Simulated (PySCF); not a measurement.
## Worked example for 3-chlorophenol: ionisation energy to the radical cation

Structure: `Oc1cccc(Cl)c1` (C6H5ClO).

Energies: ωB97X-D3(BJ)/ma-def2-TZVP (PySCF, density fitting, integration grid level 2) on PBE0-D3(BJ)/def2-SVP structures. ωB97X-D3(BJ) is ωB97X-V with D3(BJ) in place of VV10. Zero-point energies come from unscaled PBE0-D3(BJ)/def2-SVP harmonic frequencies.

```tsv
state	structure	E / Eh
parent	parent	-767.327482
radical cation	parent	-767.005858
radical cation	radical cation	-767.012767
parent	radical cation	-767.318507
```

Zero-point energy of the radical cation less that of the parent: -0.015 eV. 1 Eh = 27.2114 eV.

Question: Work out the vertical and adiabatic ionisation energy.

Answer: Vertical: (-767.005858) − (-767.327482) = 0.321624 Eh = 8.75 eV. Adiabatic: 0.314715 Eh = 8.564 eV, and 8.55 eV with zero-point energy.

Question: And the inner reorganisation energy of self-exchange?

Answer: The radical cation relaxes by 188.0 meV and the parent by 244.2 meV, so λ = 432 meV.

Known limits: spin-orbit coupling is left out of the energies, which matters for open shells on the heavier atoms.
